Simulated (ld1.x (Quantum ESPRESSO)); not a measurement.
What one change does to a pseudopotential (silicon (Si), PAW)

```json
{
  "Element": "Si (Z = 14)",
  "Generator": "ld1.x (Quantum ESPRESSO) 7.5",
  "Type": "PAW",
  "Functional": "BP86",
  "Relativity": "scalar-relativistic",
  "Frozen core": "[Ne]",
  "Valence charge": "4",
  "Reference configuration": "3s2 3p0 (charge +2)",
  "Partial waves": "3s (bound): rcut 1.20, rcutus 1.65 bohr; 3s channel at 2.15 Ry: rcut 1.20, rcutus 1.65 bohr; 3p (bound, empty): rcut 1.80, rcutus 2.10 bohr; 3p channel at -0.55 Ry: rcut 1.80, rcutus 2.10 bohr",
  "Local potential": "all-electron potential smoothed inside 1.50 bohr (lloc = -1)",
  "Core correction": "Bessel-smoothed model core inside 1.25 bohr",
  "Augmentation charge": "PSQ, inside the norm-conserving radii"
}
```

Change: waves 3s (bound): rcut 1.20, rcutus 2.16 bohr; 3s channel at 2.15 Ry: rcut 1.20, rcutus 2.16 bohr.

Cutoffs: the cutoffs (Ry, on a coarse ladder) from which the occupation-weighted sum of valence levels, in a spherical-Bessel basis at the reference potential, stays within 10 and 1 mRy of its value at 400 Ry; they do not see the model core or the augmentation charge, which bear on the density cutoff. Errors are all-electron minus pseudo energies relative to the spin-unpolarised reference configuration.

**Question.** Predict the effect on cutoff, ghosts and configuration errors.

**Answer.** The potential gets softer (12 Ry and 18 Ry → 6 Ry and 8 Ry); of the 7 tests that both files solve, the error grows in 0 and shrinks in 2 by more than 15 % and 0.3 meV (median size 5.5 → 5.3 meV); neither file shows a bound ghost. A larger radius leaves more room for a smooth pseudo-wave, so fewer plane waves are needed.

```csv
quantity,base,changed
"cutoff, loose",12 Ry,6 Ry
"cutoff, tight",18 Ry,8 Ry
bound ghosts,none,none
"error for 3s2 3p2, meV [ΔE -23.94 eV]",-6.6,-6.2
"error for 3s2 3p1, meV [ΔE -16.10 eV]",-3.4,-3.3
"error for 3s1 3p0, meV [ΔE 34.12 eV]",-24,-24
"error for 3s2 3p2.3, meV [ΔE -24.90 eV]",-6.8,-6.3
"error for 3s1 3p2, meV [ΔE -8.66 eV]",-1.2,-0.8
"error for 3s2 3p1.5, meV [ΔE -20.97 eV]",-5.5,-5.3
"error for 3s1 3p3, meV [ΔE -17.12 eV]",-3.3,-2.8
lowest overlap eigenvalue by channel,"s 0.50, p 0.78","s 0.65, p 0.78"
```
